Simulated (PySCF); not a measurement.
GaHF₂, SMILES [F][GaH][F].

Geometry optimised at ωB97X-D3(BJ)/def2-TZVP.

The numbers are results of IEF-PCM-M06-2X/def2-SVP (PySCF), not measurements.

The values are the electrostatic part of the solvation free energy, E(continuum) − E(gas) at the gas-phase geometry, in a cavity of scaled van der Waals radii (PySCF's table); cavitation and dispersion terms are not included. A continuum can't describe solvent molecules that bind to the metal. In vacuum the orbital gap is 10.99 eV. The dipole moment in vacuum is 2.52 D.

| solvent | ε | ΔG(elec) (kcal/mol) | dipole (D) | gap (eV) |
|---|---|---|---|---|
| water | 78.36 | (withheld) | (withheld) | (withheld) |
| n-hexane | 1.88 | -3.2 | 2.69 | 11.08 |
| dichloromethane | 8.93 | -7.3 | 2.90 | 11.18 |

**Question.** What belongs in the gaps? (The exact figures need the calculation; the answer reports its results.)

**Answer.** 
- water, ΔG(elec) (kcal/mol): -8.6
- water, dipole (D): 2.96
- water, gap (eV): 11.21
